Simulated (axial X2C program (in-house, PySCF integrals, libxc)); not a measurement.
# Which molecule has these constants?

Computed with an in-house relativistic program for diatomic molecules, spin-free (one-electron X2C) or two-component (2c: spin–orbit coupling with atomic mean-field Coulomb and Gaunt terms, which also bring small scalar terms), in Dyall basis sets with cores contracted in-house; open shells are unrestricted.

A two-component CCSD(T) calculation in a Dyall 3-zeta basis gave Re = 1.005 Å, ωe = 3093.3 cm⁻¹, De = 3.64 eV, Ω = 3/2.

Which molecule is it?
A. BeH⁺
B. BH⁺
C. LiH⁺
D. HF⁺
E. OH⁺

D. The others have BH⁺ 1.207 Å and 2511.6 cm⁻¹ (Ω = 1/2); LiH⁺ 2.219 Å and 422.4 cm⁻¹ (Ω = 1/2); BeH⁺ 1.317 Å and 2199.8 cm⁻¹ (Ω = 0); OH⁺ 1.031 Å and 3111.2 cm⁻¹ (Ω = 1).

Frozen shells (counts by l): HF⁺ F 1s, H none, 7 electrons correlated; BH⁺ B 1s, H none, 3 electrons correlated; LiH⁺ Li 1s, H none, 1 electrons correlated; BeH⁺ Be 1s, H none, 2 electrons correlated; OH⁺ O 1s, H none, 6 electrons correlated. Coupled cluster in natural virtuals with an MP2 remainder. Where the outer core of a metal is frozen, bonds come out longer and ionisation energies lower.

Each entry is the lowest single determinant of a limited PBE0 search at one distance. De goes to single-determinant-based atoms at the same level (for ions the charge split of lowest energy) and is withheld (n/a) where an atom does not fit its ground term or J level. Main or longest-lived isotopes. One determinant is a doubtful description, or other states lie close, for OH⁺; these need not be ground states, and all values refer to the states named. Some open-shell Ω = 0 determinants are out of reach, so the Ω given for OH⁺ need not be the lowest component. With several unpaired electrons the Ω given is that of one determinant, not necessarily of the lowest component.
